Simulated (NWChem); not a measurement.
Everything below was run with NWChem. System: FNa, charge -1, spin multiplicity 2, at the geometry of a parent with another charge or spin, in a state set for the comparison that need not be this species' ground state. Its SCF solution wasn't tested for a lower state. Level: UHF/def2-TZVPD.

Part of the output:

```
             Northwest Computational Chemistry Package (NWChem) 7.3.0
             --------------------------------------------------------

                                NWChem Input Module
                                -------------------

 Scaling coordinates for geometry "geometry" by  1.889725989
 (inverse scale =  0.529177249)

 Turning off AUTOSYM since
 SYMMETRY directive was detected!

                             Geometry "geometry" -> ""
                             -------------------------

 Output coordinates in angstroms (scale by  1.889725989 to convert to a.u.)

  No.       Tag          Charge          X              Y              Z
 ---- ---------------- ---------- -------------- -------------- --------------
    1 Na                  11.0000     0.00000000     0.00000000    -0.84971300
    2 F                    9.0000     0.00000000     0.00000000     1.03853800

 Effective nuclear repulsion energy (a.u.)      27.7444829374

            Nuclear Dipole moment (a.u.)
            ----------------------------
        X                 Y               Z
 ---------------- ---------------- ----------------
     0.0000000000     0.0000000000    -0.0000018897

      Symmetry information
      --------------------

 Group name             C2v
 Group number             16
 Group order               4
 No. of unique centers     2

      Symmetry unique atoms

     1    2


 Summary of "ao basis" -> "" (spherical)
 ------------------------------------------------------------------------------
       Tag                 Description            Shells   Functions and Types
 ---------------- ------------------------------  ------  ---------------------
 *                         def2-tzvpd                 on all atoms

 Summary of "ao basis" -> "ao basis" (spherical)
 ------------------------------------------------------------------------------
       Tag                 Description            Shells   Functions and Types
 ---------------- ------------------------------  ------  ---------------------
 Na                        def2-tzvpd               13       35   5s5p3d
 F                         def2-tzvpd               14       40   6s4p3d1f

                                 NWChem SCF Module
                                 -----------------

  ao basis        = "ao basis"
  functions       =    75
  atoms           =     2
  alpha electrons =    11
  beta  electrons =    10
  charge          =  -1.00
[...]
  ----- ------------  ---------------      ----- ------------  ---------------
    42      0.469859  2 F  px                45      0.406187  2 F  px
    48      0.309740  2 F  px

 Vector   11  Occ=0.000000D+00  E= 1.103636D-01  Symmetry=b2
              MO Center= -4.2D-18, -7.9D-14, -8.5D-01, r^2= 4.3D+01
   Bfn.  Coefficient  Atom+Function         Bfn.  Coefficient  Atom+Function
  ----- ------------  ---------------      ----- ------------  ---------------
    19      1.402092  1 Na py                13     -0.706948  1 Na py
    16      0.167144  1 Na py

 Vector   12  Occ=0.000000D+00  E= 1.103636D-01  Symmetry=b1
              MO Center=  4.3D-13,  6.6D-18, -8.5D-01, r^2= 4.3D+01
   Bfn.  Coefficient  Atom+Function         Bfn.  Coefficient  Atom+Function
  ----- ------------  ---------------      ----- ------------  ---------------
    18      1.402092  1 Na px                12     -0.706948  1 Na px
    15      0.167144  1 Na px

 Vector   13  Occ=0.000000D+00  E= 1.151109D-01  Symmetry=a1
              MO Center= -1.5D-14,  2.5D-15, -8.2D-01, r^2= 4.6D+01
   Bfn.  Coefficient  Atom+Function         Bfn.  Coefficient  Atom+Function
  ----- ------------  ---------------      ----- ------------  ---------------
    20      1.514624  1 Na pz                 4     -0.930691  1 Na s
    14     -0.888561  1 Na pz                41      0.841518  2 F  s
    53     -0.400380  2 F  pz                 5      0.253972  1 Na s
    40     -0.189115  2 F  s                 17     -0.180856  1 Na pz

 center of mass
 --------------
 x =   0.00000000 y =   0.00000000 z =   0.00881348

 moments of inertia (a.u.)
 ------------------
         132.446986505747           0.000000000000           0.000000000000
           0.000000000000         132.446986505747           0.000000000000
           0.000000000000           0.000000000000           0.000000000000

  Mulliken analysis of the total density
  --------------------------------------

    Atom       Charge   Shell Charges
 -----------   ------   -------------------------------------------------------
    1 Na  11    11.02   2.00  0.67  1.33 -0.04  0.70  5.08  0.91  0.16  0.07  0.12  0.00  0.02  0.00
    2 F    9     9.98   0.77  1.20  0.59  0.97  0.44  0.04  2.23  2.25  1.35  0.13  0.00  0.00 -0.00  0.00

  Mulliken analysis of the alpha density
  --------------------------------------

    Atom       Charge   Shell Charges
 -----------   ------   -------------------------------------------------------
    1 Na  11     6.01   1.00  0.34  0.66 -0.04  0.70  2.54  0.46  0.16  0.06  0.12  0.00  0.01  0.00
    2 F    9     4.99   0.39  0.60  0.30  0.49  0.22  0.02  1.12  1.12  0.68  0.06  0.00  0.00 -0.00  0.00

   Mulliken analysis of the beta density
   -------------------------------------

    Atom       Charge   Shell Charges
 -----------   ------   -------------------------------------------------------
    1 Na  11     5.01   1.00  0.33  0.66 -0.00  0.00  2.54  0.46 -0.00  0.01  0.00  0.00  0.01  0.00
    2 F    9     4.99   0.39  0.60  0.30  0.49  0.22  0.01  1.12  1.12  0.68  0.07  0.00  0.00 -0.00  0.00

   Mulliken analysis of the spin density
   -------------------------------------

    Atom       Charge   Shell Charges
 -----------   ------   -------------------------------------------------------
    1 Na  11     1.00   0.00  0.00 -0.00 -0.04  0.70  0.00 -0.00  0.16  0.05  0.12  0.00  0.00  0.00
    2 F    9     0.00   0.00 -0.00  0.00  0.00 -0.00  0.01  0.00  0.00 -0.00 -0.01  0.00  0.00  0.00  0.00

       Multipole analysis of the density wrt the origin
       ------------------------------------------------

     L   x y z        total         alpha         beta         nuclear
     -   - - -        -----         -----         ----         -------
     0   0 0 0     -1.000000    -11.000000    -10.000000     20.000000

     1   1 0 0     -0.000000     -0.000000      0.000000      0.000000
     1   0 1 0      0.000000      0.000000      0.000000      0.000000
     1   0 0 1      1.625214      3.297469     -1.672253     -0.000002

     2   2 0 0    -20.089985    -16.475292     -3.614694      0.000000
     2   1 1 0     -0.000000     -0.000000      0.000000      0.000000
     2   1 0 1      0.000000      0.000000      0.000000      0.000000
     2   0 2 0    -20.089985    -16.475292     -3.614694      0.000000
     2   0 1 1     -0.000000     -0.000000     -0.000000      0.000000
     2   0 0 2    -41.643835    -69.206620    -35.463588     63.026373

 Task  times  cpu:        1.0s     wall:        1.0s

 Total times  cpu:        1.0s     wall:        1.0s
```

Task: Write an NWChem input that would produce this output.

Result: This is not unique; one that fits is 
```
start mol
memory heap 200 mb stack 900 mb global 1100 mb
charge -1
geometry units angstroms nocenter noautoz
  Na     0.000000     0.000000    -0.849713
  F      0.000000     0.000000     1.038538
  symmetry group C2v
end
basis spherical
  * library def2-tzvpd
end
scf
  uhf
  nopen 1
  maxiter 100
  thresh 1e-7
  semidirect memsize 60000000 filesize 0
  # guess.movecs holds the orbitals of an unrestricted PBE0 run
  vectors input guess.movecs output mol.movecs
end
task scf energy
```
